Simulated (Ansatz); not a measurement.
Reaction (formal exchange of groups at the In–C bond): `C=C[CH2][InH2]` + `C1=NC1` → `[InH2][C]1=NC1` + propene

Gas-phase electronic energies from Ansatz, PBE0-D4/def2-TZVP geometries. CCSD(T)/CBS is the MP2 limit (def2-TZVPP, def2-QZVPP) plus CCSD(T) − MP2 in def2-TZVPP, frozen cores. DFT in def2-TZVPP. def2 core potentials past Kr. For In outer-core shells are correlated without core-valence functions, which leaves a few kJ/mol of doubt a bond. One conformer a species, not always the lowest.

CCSD(T)/CBS gives -0.22 eV.

(1) Another level gave -0.28 eV. Which?
A. MP2/def2-TZVPP
B. CAM-B3LYP/def2-TZVPP
C. ωB97X-V/def2-TZVPP
D. PBE-QIDH/def2-TZVPP

(2) What do rigid-rotor, harmonic-oscillator terms from PBE0-D4/def2-TZVP frequencies (298.15 K, 1 bar) make of the CCSD(T)/CBS value? (An estimate is asked.)

Largest T1 diagnostic among the species: 0.014.

## Answers

(1) D. PBE-QIDH -0.28, ωB97X-V -0.35, MP2/def2-TZVPP -0.22, CAM-B3LYP -0.39 eV.

(2) The calculation gave: ΔZPE = 0.00 eV, ΔH = -0.20 eV, ΔS = 18 J/(mol·K), ΔG = -0.26 eV.

In def2-TZVPP, CCSD(T) changes the Hartree–Fock value by +0.28 eV (the triples alone add +0.05 eV) and MP2 by +0.35 eV. Leaving LDA and LC-ωPBE aside and taking each functional with its dispersion term where it has one, the values, not all of them listed here, spread over 0.14 eV, from BHLYP-D4 to r2SCAN-D4. LDA lies +0.17 eV from PBE without D4. The D4 term adds +0.05 eV with B3LYP and +0.03 eV with PBE0; it sums over pairs of atoms, weighted by their polarisabilities, and B3LYP, whose exchange is more repulsive, gets the larger term.

B3LYP here is the variant with VWN-RPA as its local correlation; programs differ in this.
